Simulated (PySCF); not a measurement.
A side-by-side comparison of computed properties.

First species: C6H8FN.
SMILES: `[C@@H]1(C[C@H](F)CC1)C#N`

Second species: C6H12S.
Structure used (GFN2-xTB), in Å, numbered top down from 1:
```xyz
19
C6H12S angstrom
C     -1.729   -0.965   -0.971
C     -1.155    0.242   -0.248
C     -2.242    1.105    0.370
S     -0.016   -0.300    1.101
C      1.451   -0.658    0.130
C      2.246    0.481   -0.430
C      2.784   -0.317    0.715
H     -2.291   -1.585   -0.276
H     -0.938   -1.568   -1.411
H     -2.396   -0.640   -1.768
H     -0.539    0.837   -0.927
H     -1.805    1.954    0.891
H     -2.912    1.475   -0.405
H     -2.821    0.524    1.084
H      1.359   -1.569   -0.448
H      1.904    1.485   -0.224
H      2.691    0.361   -1.407
H      2.796    0.145    1.690
H      3.604   -0.997    0.540
```

Levels: PBE0/def2-SVPD for HOMO energy, LUMO energy, HOMO–LUMO gap and static isotropic polarisability; TDDFT PBE0/def2-SVPD for lowest singlet excitation; TDA PBE0/def2-SVPD for lowest triplet excitation (Tamm–Dancoff). Geometries: GFN2-xTB. Each species is one conformer at its optimised geometry, gas phase, non-relativistic unless stated. Electronic properties by PySCF.

Dipoles, sizes and rotational constants follow the conformer. The torsions of the flexible species, by atom-mapped SMILES:
- `[CH3:1][CH:2]([CH3:3])[S:4][CH:5]1[CH2:6][CH2:7]1`: C1–C2–S4–C5 80°, C2–S4–C5–C6 73°

The conformers of `N#C[C@@H]1CC[C@@H](F)C1` aren't listed.

Which of the two has the higher LUMO energy, and by how much?

The second: 0.60 eV against 0.25 eV, a difference of 0.35 eV.

Which has the higher HOMO energy?

The second: -6.27 eV against -9.37 eV, a difference of 3.10 eV.

Which of the two has the higher HOMO–LUMO gap, and by how much?

The first: 9.62 eV against 6.87 eV, a difference of 2.75 eV.

Which of the two has the higher static isotropic polarisability, and by how much?

The second: 92.7 au against 69.9 au, a difference of 22.8 au.

Which has the higher T1 energy?

The first: 6.46 eV against 4.93 eV, a difference of 1.53 eV.

Which has the higher S1 energy?

The first: 7.79 eV against 5.39 eV, a difference of 2.40 eV.

On the first: The polarisability is 10.35 Å³ as a volume (1 au = 0.148185 Å³), or 1.16 au for each of the 60 electrons. The principal polarisabilities are 63.6, 65.6 and 80.3 au; their mean is the isotropic value.

On the second: The 8 singlets span 5.39 to 7.41 eV, and their oscillator strengths add up to 0.12. No computed singlet falls in the visible range (750 to 380 nm, 1.65 to 3.26 eV); S1 lies 2.13 eV above its blue end.
